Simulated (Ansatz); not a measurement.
`C[CH2][Al]([F])[Cl]` + HBr → `C[CH2][Al]([F])[Br]` + HCl at 500 K and 1 bar (ligand exchange at the Al–Cl bond).

Program: Ansatz. Geometries: PBE0-D4/def2-TZVP. ΔE: electronic, gas phase. CCSD(T)/CBS adds triple-zeta CCSD(T) − MP2 to the extrapolated MP2 energy (def2 sets, frozen cores). This one scheme is used for every species. For Br outer-core shells are correlated without core-valence functions, which leaves a few kJ/mol of doubt a bond. Scalar relativity is left out up to krypton. One conformer a species, not always the lowest.

| species | CCSD(T)/CBS energy (Eh) | H − E (kJ/mol) | S (J/(mol·K)) |
| --- | --- | --- | --- |
| `C[CH2][Al]([F])[Cl]` | -880.86334 | 227.1 | 427.1 |
| HBr | -2573.91920 | 30.5 | 213.7 |
| `C[CH2][Al]([F])[Br]` | -2994.40172 | 226.7 | 438.2 |
| HCl | -460.38127 | 32.5 | 201.9 |

H − E and S are ideal-gas, rigid-rotor, harmonic terms from PBE0-D4/def2-TZVP, for one conformer and one mirror image of each species. 1 Eh = 2625.50 kJ/mol, R = 8.31446 J/(mol·K).

Q: By hand: ΔE, ΔH, ΔS and ΔG.

A: ΔE = (-2994.40172) + (-460.38127) − (-880.86334) − (-2573.91920) = -0.00045 Eh = -1.2 kJ/mol. Δ(H − E) = 226.7 + 32.5 − 227.1 − 30.5 = 1.6, so ΔH = 0.4 kJ/mol. ΔS = 438.2 + 201.9 − 427.1 − 213.7 = -0.7 J/(mol·K). ΔG = 0.4 − 500 × (-0.7)/1000 = 0.8 kJ/mol.

Q: By hand: the equilibrium constant, and the temperature at which ΔG would vanish if ΔH and ΔS stayed fixed.

A: log₁₀ K = −ΔG/(RT ln 10) = -0.1. ΔH and −TΔS have one sign here, so there is no such temperature. One of them is within its doubt of zero, so this could turn.

TΔS isn't small against ΔH here. The sign of ΔG lies within the doubt. A doubt of 5 kJ/mol in ΔE shifts log₁₀ K by 0.5 here. Other conformers and mirror images would add mixing entropy, several J/(mol·K) or more a flexible species. Modes under 60 cm⁻¹, often nearly free rotors, make the harmonic entropy too high. These are equilibria of isolated gas molecules and say nothing of rates. Largest T1 diagnostic: 0.010 (customary marks: 0.02 for closed shells, 0.045 for open ones).
